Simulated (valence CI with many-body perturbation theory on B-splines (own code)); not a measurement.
## Pb LI: electric-dipole lines

Level of theory: valence CI with perturbative core correlation (CI+MBPT): four valence electrons over a frozen Dirac-Fock core [Ar] 3d10, a basis of 11 s, 11 p, 10 d, 8 f, 5 g, 2 h functions for each j, with the one-electron correlation potential Σ1 (screened to all orders), the two-electron term Σ2, the three-electron term Σ3, Breit, model QED; selected single and double excitations, second order for the rest, scaled by the run's own slope (own B-spline code, finite nucleus).

No measured spectrum was set against this ion. As an estimate, large intervals hold to a few tenths of a per cent, small ones and those within an open d or f shell to about a per cent. Among the levels kept, up to 400 cm⁻¹ of a level comes from second order outside the variational space, and about a tenth of that is noise between levels of different J, which matters for small intervals.

Lines 101 to 150 of 555 in falling wavelength, among levels below 66.892 Ry, chosen from the strongest by gf and those to the six lowest levels. Wavelengths and rates use the calculated energies. Electric multipoles are in the length gauge with retardation, E1 and E2 with the static RPA response of the core. Weak lines are less certain than strong ones. Lines between different terms over intervals too small for the method are left out, as are lines whose strength nearly cancels. Where a level lies close to another of its J and parity, the split of strength between their lines is uncertain. The highest levels of a list are the least certain.

Levels are named by their leading jj configuration (3d3/2^4 stands for four electrons in 3d with j = 3/2), which in mixed levels can hold well under half, so a name can repeat and another be missing. Letters in brackets count levels of one name in rising energy.

```tsv
λ vac (nm)	Upper	Lower	A (s⁻¹)	S (a.u.)
5.813	(4s^2 4p3/2 4f7/2) J=4	(4s^2 4p3/2 4d5/2) J=4	5.70e+10	4.97e-02
5.799	(4s 4p1/2^2 4f7/2) J=4	(4s 4p1/2^2 4d5/2) J=3	2.11e+11	1.83e-01
5.791	(4s 4p1/2 4p3/2 4f7/2) J=4 [d]	(4s 4p1/2 4p3/2 4d5/2) J=3 [c]	7.00e+10	6.04e-02
5.767	(4s 4p1/2 4p3/2 4f7/2) J=2 [b]	(4s 4p1/2 4p3/2 4d5/2) J=2 [b]	2.03e+11	9.63e-02
5.765	(4s^2 4p3/2 4f7/2) J=3	(4s^2 4p3/2 4d5/2) J=2	2.21e+11	1.46e-01
5.752	(4s 4p1/2 4d5/2^2) J=2 [b]	(4s 4p1/2 4p3/2 4d5/2) J=3 [d]	7.17e+10	3.37e-02
5.742	(4s 4p1/2 4p3/2 4f7/2) J=3 [d]	(4s 4p1/2 4p3/2 4d5/2) J=2 [c]	3.11e+11	2.04e-01
5.710	(4p1/2^2 4p3/2 4d5/2) J=2	(4p1/2^2 4p3/2^2) J=2	1.88e+11	8.62e-02
5.708	(4s 4p1/2 4d5/2^2) J=2 [b]	(4s 4p1/2 4p3/2 4d5/2) J=2 [c]	2.20e+11	1.01e-01
5.704	(4s 4p3/2^2 4d5/2) J=1 [a]	(4s 4p3/2^3) J=2	2.06e+11	5.67e-02
5.699	(4s 4p1/2 4p3/2 4f7/2) J=3 [b]	(4s 4p1/2 4p3/2 4d5/2) J=3 [a]	5.16e+10	3.30e-02
5.696	(4s 4p1/2 4p3/2 4f7/2) J=4 [e]	(4s 4p1/2 4p3/2 4d5/2) J=3 [c]	3.93e+11	3.23e-01
5.689	(4s 4p1/2^2 4d5/2) J=2	(4s 4p1/2^2 4p3/2) J=1	2.77e+11	1.26e-01
5.681	(4s^2 4d3/2 4d5/2) J=3	(4s^2 4p3/2 4d3/2) J=3	8.19e+10	5.19e-02
5.678	(4s 4p1/2 4p3/2 4f7/2) J=2 [c]	(4s 4p1/2 4p3/2 4d5/2) J=1 [b]	2.72e+11	1.23e-01
5.675	(4s 4p1/2 4p3/2 4f7/2) J=2 [a]	(4s 4p1/2 4p3/2 4d5/2) J=2 [a]	1.31e+11	5.92e-02
5.673	(4s 4p1/2 4d5/2^2) J=2 [b]	(4s 4p1/2 4p3/2 4d5/2) J=1 [c]	2.17e+11	9.76e-02
5.670	(4s 4p1/2 4d3/2 4d5/2) J=3 [b]	(4s 4p1/2 4p3/2 4d3/2) J=2 [b]	1.04e+11	6.55e-02
5.665	(4s^2 4d5/2^2) J=2	(4s^2 4p3/2 4d5/2) J=1	4.34e+11	1.95e-01
5.659	(4s 4p1/2 4p3/2 4f5/2) J=4 [c]	(4s 4p1/2 4p3/2 4d5/2) J=3 [a]	6.86e+10	5.52e-02
5.653	(4s 4p1/2 4p3/2 4d5/2) J=3 [a]	(4s 4p1/2 4p3/2^2) J=3	1.05e+11	6.56e-02
5.652	(4s 4p1/2 4p3/2 4f7/2) J=5 [c]	(4s 4p1/2 4p3/2 4d5/2) J=4 [b]	2.75e+11	2.70e-01
5.644	(4s 4p1/2 4p3/2 4f7/2) J=6	(4s 4p1/2 4p3/2 4d5/2) J=5	2.73e+11	3.15e-01
5.642	(4s^2 4p3/2 4d5/2) J=2	(4s^2 4p3/2^2) J=2	2.34e+11	1.04e-01
5.641	(4s 4p1/2 4d3/2 4d5/2) J=2 [b]	(4s 4p1/2 4p3/2 4d3/2) J=2 [b]	1.13e+11	5.00e-02
5.636	(4s 4p1/2 4d5/2^2) J=5 [b]	(4s 4p1/2 4p3/2 4d5/2) J=4 [c]	4.78e+11	4.65e-01
5.636	(4s^2 4d3/2 4d5/2) J=4	(4s^2 4p3/2 4d3/2) J=3	8.92e+10	7.09e-02
5.636	(4s 4p1/2 4p3/2 4f7/2) J=4 [a]	(4s 4p1/2 4p3/2 4d5/2) J=4 [a]	9.10e+10	7.24e-02
5.626	(4s 4p1/2 4d5/2^2) J=2 [a]	(4s 4p1/2 4p3/2 4d5/2) J=1 [a]	2.42e+11	1.06e-01
5.623	(4s^2 4p3/2 4f7/2) J=5	(4s^2 4p3/2 4d5/2) J=4	3.39e+11	3.27e-01
5.622	(4s 4p1/2 4d3/2 4d5/2) J=5	(4s 4p1/2 4p3/2 4d3/2) J=4	1.06e+11	1.02e-01
5.621	(4s^2 4d3/2 4d5/2) J=3	(4s^2 4p3/2 4d3/2) J=2	1.16e+11	7.12e-02
5.615	(4s 4p1/2 4p3/2 4f5/2) J=2 [b]	(4s 4p1/2 4p3/2 4d3/2) J=1 [d]	7.71e+10	3.37e-02
5.614	(4s 4p1/2 4d3/2 4d5/2) J=3 [a]	(4s 4p1/2 4p3/2 4d3/2) J=3 [a]	9.25e+10	5.66e-02
5.610	(4s 4p1/2 4d5/2^2) J=5 [a]	(4s 4p1/2 4p3/2 4d5/2) J=5	1.71e+11	1.64e-01
5.606	(4s 4p1/2 4d5/2^2) J=0	(4s 4p1/2 4p3/2 4d5/2) J=1 [b]	4.53e+11	3.94e-02
5.605	(4s 4p1/2 4p3/2 4f7/2) J=5 [a]	(4s 4p1/2 4p3/2 4d5/2) J=4 [a]	2.96e+11	2.83e-01
5.597	(4s 4p1/2 4d5/2^2) J=3 [b]	(4s 4p1/2 4p3/2 4d5/2) J=2 [b]	1.30e+11	7.88e-02
5.597	(4s^2 4p3/2 4f5/2) J=4	(4s^2 4p3/2 4d5/2) J=4	9.95e+10	7.75e-02
5.587	(4s 4p1/2 4d3/2 4d5/2) J=3 [c]	(4s 4p1/2 4p3/2 4d3/2) J=2 [c]	1.29e+11	7.80e-02
5.584	(4s^2 4p1/2 4d5/2) J=2	(4s^2 4p1/2 4p3/2) J=2	5.67e+10	2.44e-02
5.580	(4s^2 4p3/2 4f7/2) J=2	(4s^2 4p3/2 4d5/2) J=2	3.66e+11	1.57e-01
5.580	(4s^2 4d5/2^2) J=2	(4s^2 4p3/2 4d5/2) J=3	1.15e+11	4.95e-02
5.577	(4s 4p1/2 4d3/2 4d5/2) J=4 [a]	(4s 4p1/2 4p3/2 4d3/2) J=3 [a]	1.39e+11	1.07e-01
5.576	(4s 4p1/2 4p3/2 4d5/2) J=2 [a]	(4s 4p1/2 4p3/2^2) J=2 [a]	2.41e+11	1.03e-01
5.573	(4s 4p1/2 4p3/2 4f5/2) J=1 [c]	(4s 4p1/2 4p3/2 4d3/2) J=1 [d]	1.18e+11	3.02e-02
5.567	(4s^2 4d5/2^2) J=4	(4s^2 4p3/2 4d5/2) J=3	7.95e+11	6.09e-01
5.566	(4s 4p1/2 4p3/2 4f7/2) J=4 [d]	(4s 4p1/2 4p3/2 4d5/2) J=3 [b]	3.20e+11	2.45e-01
5.555	(4s^2 4p1/2 4d5/2) J=3	(4s^2 4p1/2 4p3/2) J=2	3.41e+11	2.02e-01
5.551	(4s 4p1/2 4d3/2 4d5/2) J=4 [b]	(4s 4p1/2 4p3/2 4d3/2) J=4	4.84e+10	3.67e-02
```
